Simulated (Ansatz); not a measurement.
Geometry optimisation, RKS PBE-D4/def2-SVP (Ansatz).

Input:

```yaml
crystal:
  periodic: [false, false, false]
  atoms:
    - { symbol: Ge, position_ang: [0.0, 0.0, 0.0] }
    - { symbol: F, position_ang: [0.0, 0.0, 1.68] }
    - { symbol: F, position_ang: [1.5842, 0.0, -0.5594] }
    - { symbol: F, position_ang: [-0.7913, 1.3709, -0.5594] }
    - { symbol: F, position_ang: [-0.7913, -1.3709, -0.5594] }
basis:
  gaussian: { orbitals: def2-SVP }
hamiltonian:
  xc: pbe
  dispersion: d4
relax:
  f_tol: 0.02
  max_steps: 40
```

Command:

```bash
$ ansatz run input.yaml --threads 2 --pin off --max-ram 3072MiB --backend cpu --events-out ev --progress --plain --runs-dir out
```

Task: Where does it end, and by what steps?

Result: The run converged. After 3 steps the energy has fallen by 0.115 eV; F4 moved furthest, 0.04 Å.

```
step  energy less start (eV)  largest force component (eV/Å)  accepted
   0                  0.0000                           1.452       yes
   1                 -0.0915                           0.625       yes
   2                 -0.1146                           0.043       yes
   3                 -0.1147                           0.000       yes
```

```xyz
5
Properties=species:S:1:pos:R:3
Ge 0.000 0.000 0.000
F 0.000 0.000 1.720
F 1.622 0.000 -0.573
F -0.810 1.404 -0.573
F -0.810 -1.404 -0.573
```

Whether the end is a true minimum wasn't checked by a vibrational analysis.

Run time: 4.3 s on 2 threads of Arm Neoverse V2, with other jobs on the host, peak memory 0.12 GiB.
